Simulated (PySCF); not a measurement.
These 3 structures share the formula C6H13NO. Level of theory: PBE0-D3(BJ)/def2-SVP geometry optimisation, gas phase in PySCF 2.14.0. Energies are electronic, without zero-point or thermal terms, for one conformer each. No frequencies were run at this level. Point groups hold within 0.08 Å.

Task: Rank from lowest to highest electronic energy at this level (kcal/mol).
A. `[CH3:1][CH2:2][N:3]([CH2:4][CH3:5])[C:6]([CH3:7])=[O:8]` with C1–C2–N3–C4 92°, C2–N3–C4–C5 85°, C2–N3–C6–C7 180°
B. `[CH3:1][N:2]1[CH2:3][CH2:4][CH:5]([OH:6])[CH2:7][CH2:8]1` with C4–C5–O6–H -62°, C1–N2–C3–C4 -173°, N2–C3–C4–C5 -56°, C3–C4–C5–O6 179°, C4–C5–C7–C8 -53° (N-methyl-4-piperidinol)
C. `[CH3:1][C:2](=[O:3])[NH:4][C:5]([CH3:6])([CH3:7])[CH3:8]` with C1–C2–N4–C5 -179° (N-tert-butylacetamide)

Result: C (0.0), A (6.8), B (21.5).

As drawn, the lowest has a C=O bond, an N–H bond and a C(=O)–N unit, which the highest lacks; the highest has an O–H bond, which the lowest lacks.

| SMILES | E (Eh) | E rel (kcal/mol) | dipole (D) | point group | A, B, C (MHz) |
| --- | --- | --- | --- | --- | --- |
| CC(=O)NC(C)(C)C | -365.79284 | 0.0 | 3.55 | – | 3308, 1375, 1245 |
| CCN(CC)C(C)=O | -365.78198 | 6.8 | 3.70 | C1 | 2073, 1952, 1162 |
| CN1CCC(O)CC1 | -365.75852 | 21.5 | 1.50 | Cs | 4443, 1382, 1129 |
